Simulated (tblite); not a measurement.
Species: C5H9OS (doublet state).
Geometry (GFN2-xTB, Å), atoms numbered from 1 in this order:
```
atom  x, y, z in Å
C1     1.9318    0.1450    0.1540
C2     0.5257    0.3882   -0.2478
S3    -0.0286    1.9609   -0.7275
C4    -0.4737   -0.6984   -0.0918
C5    -1.7143   -0.6139   -0.9589
C6    -0.6822   -0.3028    1.3576
O7    -0.0240   -0.7223    2.2874
H8     2.5211    1.0595    0.1763
H9     1.9484   -0.3091    1.1519
H10    2.4115   -0.5606   -0.5296
H11    1.0735    2.6295   -0.3838
H12    0.0078   -1.6765   -0.1574
H13   -2.4123   -1.4023   -0.6883
H14   -2.2088    0.3470   -0.8300
H15   -1.4461   -0.7259   -2.0071
H16   -1.4373    0.4906    1.4835
```

All values are computed: GFN2-xTB (tblite) harmonic vibrations without scaling, gas phase. Against measured fundamentals such values can be off by several per cent, at times by over 20. Modes of hydrogen on sulfur can be 10 to 20 % off. One conformer, not necessarily the lowest. Open shells enter through the occupations alone, without spin polarisation, and single modes of such species can be off by tens of per cent.

Harmonic wavenumbers (cm⁻¹): 83.3, 127.1, 146.1, 173.7, 181.6, 207.2, 247.1, 274.5, 325.7, 350.4, 441.8, 548.4, 645.8, 852.8, 857.2, 898.3, 929.1, 1007.8, 1037.0, 1087.0, 1119.2, 1150.7, 1210.8, 1227.7, 1324.3, 1359.3, 1406.1, 1409.9, 1452.7, 1473.7, 1487.1, 1489.4, 1687.0, 2406.5, 2796.7, 2917.1, 2957.4, 2964.5, 3025.2, 3030.9, 3035.1, 3044.3.

A = 2599, B = 1850, C = 1412 MHz; mass 117.037 u (most abundant isotopes); point group C1, symmetry number 1; spin multiplicity 2.

What is the zero-point energy?

Half the sum of the wavenumbers: 27199 cm⁻¹ = 325.37 kJ/mol.

What is S at 500 K and 1 bar for an ideal gas of classical rigid rotors and harmonic oscillators?

Translation 179.00, rotation 124.65, vibration 175.81, spin (R ln 2) 5.76: S = 485.2 J/(mol K).

And Cp and H(500 K) − H(0)?

Cp = 202.09 J/(mol K), of which vibrations give 168.83 (their classical limit is 42 R = 349.2); H(500 K) − H(0) = 62.30 kJ/mol without the zero-point energy, 45.67 from vibrations.

Blend soft modes into free rotors: weight 1/[1 + (100 cm⁻¹/ν̃)⁴] for the oscillator and the rest for a rotor with moment μB/(μ + B), μ = h/(8π²ν), B = 10⁻⁴⁴ kg m². What vibrational entropy results?

170.10 J/(mol K) in place of 175.81, which changes −T·S at 500 K by +2.85 kJ/mol.

How do the functions run with temperature in this model?

| T (K) | S (J/(mol K)) | Cp (J/(mol K)) | H − H(0) (kJ/mol) | G − H(0) (kJ/mol) | ln q(vib) |
| --- | --- | --- | --- | --- | --- |
| 150 | 315.7 | 97.0 | 9.38 | -37.98 | 2.06 |
| 250 | 372.8 | 128.4 | 20.68 | -72.52 | 4.45 |
| 298.15 | 396.7 | 143.4 | 27.22 | -91.05 | 5.58 |
| 400 | 443.2 | 174.6 | 43.43 | -133.86 | 7.93 |
| 600 | 524.2 | 225.5 | 83.71 | -230.80 | 12.32 |
| 900 | 626.1 | 276.5 | 159.63 | -403.86 | 18.41 |

q(vib) and H(0) count from the zero-point level.

Hindered rotation and anharmonicity are outside this model. Other conformers, if any are populated, would add a mixing term that is left out. The structure is chiral; the term R ln 2 for an equal mix with its mirror image is left out.

Time: 0.49 s. Hardware: an Arm Neoverse V1 with one thread (shared host). This covers the Hessian and the dipole derivatives.
